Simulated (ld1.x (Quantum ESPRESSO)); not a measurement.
## Before and after: ultrasoft potential for Fe (Z = 26)

```
Element                 : iron
Generator               : ld1.x (Quantum ESPRESSO) 7.5
Type                    : ultrasoft
Functional              : PBE
Relativity              : scalar-relativistic
Frozen core             : [Ne] 3s2
Valence charge          : 14
Reference configuration : 3p6 3d6 4s1.75 4p0 (charge +0.25)
Partial waves           : 4s (bound): rcut 1.80, rcutus 2.45 bohr; 4s channel at -0.15 Ry: rcut 1.80, rcutus 2.45 bohr; 3p (bound): rcut 1.20, rcutus 1.25 bohr; 4p (bound, empty): rcut 1.20, rcutus 1.25 bohr; 3d (bound): rcut 0.70, rcutus 0.95 bohr; 3d channel at 1.15 Ry: rcut 0.70, rcutus 0.95 bohr
Local potential         : all-electron potential smoothed inside 2.15 bohr (lloc = -1)
Core correction         : Bessel-smoothed model core, default radius (core density twice the valence density)
Augmentation charge     : PSQ, inside the norm-conserving radii
```

Change: all radii but the core radius scaled by about 1.35 (s 3.30, p 1.68, d 1.28 bohr, rcut 2.44/1.62/0.94); local potential all-electron potential smoothed inside 2.90 bohr (lloc = -1).

Cutoffs: the cutoffs (Ry, on a coarse ladder) from which the occupation-weighted sum of valence levels, in a spherical-Bessel basis at the reference potential, stays within 10 and 1 mRy of its value at 400 Ry; they do not see the model core or the augmentation charge, which bear on the density cutoff. Errors are all-electron minus pseudo energies relative to the spin-unpolarised reference configuration.

Question: What does the change do?

Answer: The potential gets softer (120 Ry and 200 Ry → 70 Ry and 110 Ry); the number of tests with a reliable result goes from 7 to 0 (the test run of the changed file stopped, so its transferability is not established); neither file shows a bound ghost. A larger radius leaves more room for a smooth pseudo-wave, so fewer plane waves are needed.

```tsv
quantity	base	changed
cutoff, loose	120 Ry	70 Ry
cutoff, tight	200 Ry	110 Ry
loose cutoff by channel (10 mRy a level)	s 6 Ry, p 45 Ry, d 100 Ry	s 6 Ry, p 25 Ry, d 55 Ry
bound ghosts	none	none
tests with a reliable result	7 of 7	0 of 7 (the test run stopped)
lowest overlap eigenvalue by channel	s 0.39, p 0.34, d 1.00	s 0.42, p 0.09, d 1.00
```
